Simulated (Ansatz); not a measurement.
Steps of a relaxation of CH$_{5}$BO$_{2}$, SMILES `OBCO` with RKS PBE0-D4/def2-TZVP.

```sh
$ ansatz run in.yaml --threads 2 --pin off --events-out ev --progress --plain --max-ram 4352MiB
```

```yaml
crystal:
  periodic: [false, false, false]
  atoms:
    - {symbol: O, position_ang: [-0.889410, 0.827455, -1.104484]}
    - {symbol: B, position_ang: [0.280945, 0.596458, -0.436059]}
    - {symbol: C, position_ang: [0.455381, -0.833054, 0.218123]}
    - {symbol: O, position_ang: [-0.194991, -0.617858, 1.500390]}
    - {symbol: H, position_ang: [-0.998880, 1.765145, -1.343634]}
    - {symbol: H, position_ang: [1.075004, 1.507374, -0.251537]}
    - {symbol: H, position_ang: [-0.001194, -1.681666, -0.343880]}
    - {symbol: H, position_ang: [1.505587, -1.104905, 0.442383]}
    - {symbol: H, position_ang: [-1.143943, -0.505149, 1.301600]}
basis:
  gaussian: {orbitals: def2-TZVP}
hamiltonian: {xc: pbe0, dispersion: d4}
relax: {f_tol: 0.005, max_steps: 150}
```

Positions (Å) and forces (eV/Å) along the path, 15 of 24 steps:

```xyz
9
step=1 energy=-5885.4301 eV
O    -0.889    0.827   -1.104    0.302    0.641    0.066
B     0.281    0.596   -0.436    0.011    0.136   -0.114
C     0.455   -0.833    0.218    0.227   -0.182   -0.016
O    -0.195   -0.618    1.500   -0.579   -0.126   -0.498
H    -0.999    1.765   -1.344    0.056   -0.662    0.128
H     1.075    1.507   -0.252   -0.315   -0.337   -0.082
H    -0.001   -1.682   -0.344    0.174    0.463    0.348
H     1.506   -1.105    0.442   -0.542    0.146   -0.066
H    -1.144   -0.505    1.302    0.666   -0.079    0.235
9
step=6 energy=-5885.4712 eV
O    -0.877    0.846   -1.102    0.006   -0.007   -0.002
B     0.281    0.611   -0.436   -0.013   -0.012    0.007
C     0.440   -0.809    0.232   -0.001    0.012   -0.010
O    -0.197   -0.685    1.516    0.002   -0.016    0.041
H    -0.970    1.755   -1.395   -0.006    0.013   -0.005
H     1.076    1.498   -0.287    0.016    0.015   -0.011
H    -0.006   -1.626   -0.349   -0.004   -0.013   -0.013
H     1.477   -1.078    0.440    0.013    0.001    0.002
H    -1.136   -0.558    1.363   -0.013    0.006   -0.008
9
step=7 energy=-5885.4715 eV
O    -0.877    0.849   -1.101   -0.004    0.003    0.001
B     0.280    0.613   -0.435    0.002    0.000    0.000
C     0.438   -0.808    0.235   -0.004    0.005   -0.004
O    -0.198   -0.696    1.521    0.000   -0.008    0.004
H    -0.969    1.756   -1.401    0.004   -0.005    0.004
H     1.081    1.499   -0.294    0.000   -0.002   -0.005
H    -0.005   -1.623   -0.352    0.002    0.001    0.003
H     1.476   -1.075    0.441   -0.002    0.003    0.003
H    -1.138   -0.562    1.369    0.003    0.003   -0.008
9
step=8 energy=-5885.4716 eV
O    -0.878    0.849   -1.098   -0.010    0.004    0.001
B     0.280    0.613   -0.434    0.010    0.000    0.002
C     0.438   -0.807    0.237    0.003   -0.001   -0.008
O    -0.200   -0.699    1.521   -0.008   -0.003    0.002
H    -0.970    1.757   -1.400    0.004   -0.005    0.005
H     1.083    1.498   -0.300   -0.003   -0.005   -0.004
H    -0.003   -1.623   -0.353    0.004    0.004    0.005
H     1.476   -1.073    0.443   -0.006    0.003    0.002
H    -1.139   -0.562    1.367    0.006    0.001   -0.003
9
step=9 energy=-5885.4719 eV
O    -0.888    0.854   -1.078    0.036   -0.012    0.036
B     0.283    0.612   -0.436   -0.020    0.019   -0.021
C     0.439   -0.806    0.242    0.027   -0.020   -0.024
O    -0.213   -0.713    1.519   -0.048    0.020   -0.017
H    -0.976    1.759   -1.389    0.007    0.000    0.004
H     1.100    1.490   -0.331   -0.021   -0.018   -0.006
H     0.012   -1.623   -0.356    0.014    0.014    0.008
H     1.478   -1.064    0.457   -0.019    0.003    0.000
H    -1.147   -0.556    1.353    0.025   -0.006    0.020
9
step=10 energy=-5885.4724 eV
O    -0.911    0.866   -1.015    0.012    0.052    0.027
B     0.291    0.610   -0.441    0.113    0.047    0.001
C     0.444   -0.802    0.255    0.094   -0.060   -0.019
O    -0.251   -0.743    1.511   -0.231    0.083   -0.127
H    -0.992    1.763   -1.348   -0.008   -0.014    0.001
H     1.145    1.467   -0.421   -0.133   -0.117   -0.012
H     0.055   -1.625   -0.366    0.047    0.062    0.035
H     1.482   -1.040    0.499   -0.069   -0.001   -0.006
H    -1.174   -0.542    1.309    0.176   -0.053    0.100
9
step=12 energy=-5885.4785 eV
O    -0.957    0.903   -0.880    0.443    0.108    0.184
B     0.306    0.599   -0.452    0.030    0.167   -0.331
C     0.465   -0.795    0.274   -0.147    0.040    0.229
O    -0.332   -0.754    1.476   -0.147   -0.052   -0.287
H    -1.021    1.790   -1.246   -0.034   -0.107    0.014
H     1.219    1.393   -0.625   -0.370   -0.238    0.063
H     0.158   -1.636   -0.374    0.047    0.097    0.079
H     1.490   -0.997    0.598   -0.122    0.041   -0.018
H    -1.240   -0.549    1.212    0.302   -0.055    0.068
9
step=15 energy=-5885.5193 eV
O    -0.966    0.952   -0.774    0.273    0.151    0.018
B     0.313    0.589   -0.471   -0.175    0.047   -0.044
C     0.463   -0.781    0.300    0.020    0.019    0.119
O    -0.384   -0.820    1.452   -0.083   -0.011   -0.163
H    -1.016    1.811   -1.206   -0.058   -0.128    0.064
H     1.224    1.322   -0.771   -0.069   -0.126   -0.040
H     0.236   -1.626   -0.374    0.063    0.040   -0.020
H     1.480   -0.943    0.663   -0.009    0.014    0.004
H    -1.262   -0.550    1.163    0.039   -0.007    0.062
9
step=16 energy=-5885.5510 eV
O    -0.974    0.997   -0.688    0.525    0.198   -0.046
B     0.314    0.579   -0.485   -0.399    0.089    0.021
C     0.465   -0.770    0.320    0.044   -0.017    0.101
O    -0.429   -0.864    1.428   -0.073    0.023   -0.246
H    -1.012    1.837   -1.160   -0.091   -0.215    0.118
H     1.230    1.249   -0.902   -0.112   -0.179   -0.030
H     0.309   -1.621   -0.372    0.092    0.087    0.002
H     1.473   -0.894    0.723   -0.014    0.015   -0.003
H    -1.288   -0.560    1.118    0.027   -0.001    0.084
9
step=17 energy=-5885.5887 eV
O    -0.976    1.062   -0.565    0.905    0.226   -0.289
B     0.309    0.571   -0.488   -0.469    0.167   -0.013
C     0.468   -0.755    0.348    0.102   -0.101   -0.072
O    -0.486   -0.929    1.387   -0.147    0.118   -0.342
H    -1.011    1.857   -1.118   -0.141   -0.298    0.269
H     1.225    1.141   -1.064   -0.396   -0.290    0.155
H     0.409   -1.602   -0.378    0.107    0.221    0.143
H     1.464   -0.835    0.800   -0.081    0.019   -0.016
H    -1.315   -0.556    1.061    0.120   -0.061    0.164
9
step=18 energy=-5885.6483 eV
O    -0.936    1.124   -0.472    0.129   -0.022    0.000
B     0.291    0.542   -0.505    0.123    0.111   -0.094
C     0.477   -0.751    0.351   -0.085    0.159   -0.100
O    -0.541   -0.975    1.296   -0.073   -0.377    0.400
H    -1.011    1.897   -1.036   -0.032    0.022    0.000
H     1.170    1.001   -1.195   -0.114   -0.065    0.024
H     0.549   -1.592   -0.365    0.011   -0.043   -0.014
H     1.440   -0.759    0.877   -0.053    0.080   -0.018
H    -1.350   -0.533    1.032    0.093    0.135   -0.197
9
step=19 energy=-5885.6723 eV
O    -0.909    1.162   -0.430   -0.021    0.103   -0.059
B     0.281    0.521   -0.533   -0.141    0.011    0.072
C     0.457   -0.755    0.344    0.166   -0.137   -0.003
O    -0.595   -1.087    1.224    0.044   -0.021   -0.008
H    -1.004    1.940   -0.985    0.034   -0.052    0.027
H     1.144    0.915   -1.271   -0.031   -0.001   -0.002
H     0.648   -1.599   -0.343    0.033    0.008    0.018
H     1.390   -0.657    0.920    0.009   -0.016   -0.006
H    -1.323   -0.486    1.057   -0.092    0.106   -0.037
9
step=20 energy=-5885.6694 eV rejected
O    -0.905    1.178   -0.408   -0.020   -0.021    0.012
B     0.269    0.510   -0.535   -0.007    0.050   -0.036
C     0.463   -0.765    0.342   -0.016   -0.096    0.043
O    -0.614   -1.110    1.194   -0.446    0.556   -0.211
H    -1.002    1.953   -0.965    0.057   -0.048    0.016
H     1.119    0.886   -1.297   -0.019    0.025   -0.003
H     0.696   -1.609   -0.333   -0.041    0.048    0.065
H     1.383   -0.637    0.939   -0.044   -0.004   -0.010
H    -1.321   -0.452    1.048    0.536   -0.512    0.124
9
step=21 energy=-5885.6762 eV
O    -0.911    1.166   -0.418   -0.008    0.037   -0.017
B     0.273    0.515   -0.532   -0.029   -0.010    0.022
C     0.463   -0.762    0.343    0.019   -0.032    0.002
O    -0.606   -1.091    1.208    0.018    0.000   -0.023
H    -0.997    1.942   -0.975    0.006   -0.023    0.016
H     1.125    0.909   -1.283    0.000    0.005   -0.009
H     0.670   -1.607   -0.336    0.002   -0.004    0.005
H     1.388   -0.653    0.930    0.006    0.005    0.008
H    -1.317   -0.465    1.047   -0.014    0.022   -0.004
9
step=24 energy=-5885.6768 eV
O    -0.909    1.168   -0.409    0.001    0.000    0.000
B     0.270    0.509   -0.538    0.000    0.001   -0.001
C     0.463   -0.767    0.340    0.001    0.000    0.000
O    -0.618   -1.104    1.184    0.000   -0.001    0.000
H    -0.993    1.947   -0.962    0.000    0.000    0.000
H     1.114    0.901   -1.297   -0.001    0.000    0.000
H     0.692   -1.614   -0.327    0.000    0.000    0.000
H     1.378   -0.638    0.941    0.000    0.000    0.000
H    -1.308   -0.448    1.052    0.000    0.000    0.000
```

Run time 49 s (2 threads of an Arm Neoverse V2 on a shared host); peak host memory 0.27 GiB.
